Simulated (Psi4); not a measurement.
Psi4 input (wB97X-D/6-31G*):

```
memory 1500 MB

molecule {
-1 1
O    -1.26833340   -0.54710562    0.00824721
S    -0.14922914    0.49793037    0.02004487
F     1.39270370   -0.39889344   -0.04296616
symmetry c1
no_reorient
no_com
}

set {
  basis 6-31G*
  reference rks
  scf_type pk
  dft_radial_points 99
  dft_spherical_points 590
  e_convergence 1e-8
  d_convergence 1e-7
  maxiter 150
}

e = energy('wb97x-d')
print_out(f'\nFINAL {e:.10f} DIPOLE {variable("CURRENT DIPOLE")[0]:.6f} {variable("CURRENT DIPOLE")[1]:.6f} {variable("CURRENT DIPOLE")[2]:.6f}\n')
```

From the last part of the output:

```
    One-Electron Energy =               -1003.9424969938060030
    Two-Electron Energy =                 361.9773980683733043
    DFT Exchange-Correlation Energy =     -32.4016781189502510
    Empirical Dispersion Energy =          -0.0001381376327227
    VV10 Nonlocal Energy =                  0.0000000000000000
    Total Energy =                       -573.1452907966177008

Computation Completed

Properties will be evaluated at   0.000000,   0.000000,   0.000000 [a0]

Properties computed using the SCF density matrix

 Multipole Moments:

 ------------------------------------------------------------------------------------
     Multipole            Electronic (a.u.)      Nuclear  (a.u.)        Total (a.u.)
 ------------------------------------------------------------------------------------

 L = 1.  Multiply by 2.5417464519 to convert [e a0] to [Debye]
 Dipole X            :          0.3782682           -0.0000003            0.3782679
 Dipole Y            :          0.5748439            0.0000000            0.5748439
 Dipole Z            :          0.0115050            0.0000003            0.0115053
 Magnitude           :                                                    0.6882329

 ------------------------------------------------------------------------------------

FINAL -573.1452907966 DIPOLE 0.378268 0.574844 0.011505

*** Psi4 exiting successfully. Buy a developer a beer!
```

The dipole moment of an ion depends on the origin.
